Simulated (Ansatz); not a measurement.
Species: SiO2, charge -1, multiplicity 2. 
Geometry from a B3LYP-D3(BJ)/def2-TZVP (Ansatz, a first-principles code) optimisation:
```xyz
3

O      1.4510    -0.2677     0.0095
Si     0.0007     0.3020     0.0047
O     -1.4521    -0.2608    -0.0177
```
Charge -1, spin multiplicity 2.

Basis-set convergence of Hartree-Fock and CCSD(T) correlation energies (hartree) with Ansatz. Correlated levels leave the core frozen unless marked. Open shells are spin-unrestricted. No spin-orbit coupling. No relativistic terms. This anion needs diffuse functions, which these sets lack.

```
basis        functions       E(HF)  E(corr, CCSD(T))
-----------  ---------  ----------  ----------------
cc-pV(D+d)Z         51  -438.69022          -0.47880
cc-pV(T+d)Z         99  -438.77742          -0.60944
cc-pV(Q+d)Z        174         [?]               [?]
```

### Question
Some entries are withheld; supply them.

### Answer

- cc-pV(Q+d)Z, E(HF): -438.79953
- cc-pV(Q+d)Z, E(corr, CCSD(T)): -0.65637
